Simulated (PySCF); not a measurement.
**Computed properties of Se(H)(SH) (H₂SSe), SMILES S[SeH]**

Se(H)(SH) (H₂SSe), SMILES [SeH]S. Geometry: PBE0-D3(BJ)/def2-TZVP. One conformer was computed; it need not be the lowest. All values are computed for the isolated molecule unless a solvent is named; none is compared with measurement here.

**Structure.** All 6 harmonic modes at PBE0-D3(BJ)/def2-TZVP (PySCF) are real, so it is a minimum.

**Vibrations.** The strongest infrared lines (harmonic, unscaled, degenerate partners summed) lie at 2396 cm⁻¹ (16 km/mol, H 99 %), 412 cm⁻¹ (10 km/mol, H 86 %, S 10 %), 790 cm⁻¹ (4 km/mol, H 97 %). The softest mode is at 412 cm⁻¹ and the zero-point energy is 10.8 kcal/mol.

**Electronic structure.** HF/def2-TZVPD (PySCF) places the frontier levels at -9.86 and 1.00 eV, a gap of 10.86 eV, and gives a dipole moment of 1.11 D and a mean polarisability of 50.2 bohr³.

**Excitations.** TDDFT-PBE0/def2-TZVPD (PySCF) has S1 at 4.19 eV (296 nm, f = 0.005, weak); the most intense of the 10 singlets computed lies at 7.30 eV (f = 0.12). T1 (TDA) is at 3.53 eV. No vertical singlet excitation falls in the visible range (under 3.1 eV).

**NMR.** GIAO shifts at PBE0/pcSseg-2 (PySCF) (non-relativistic, atoms alike by connectivity averaged): ¹H from 2.8 to 3.8 ppm against TMS.
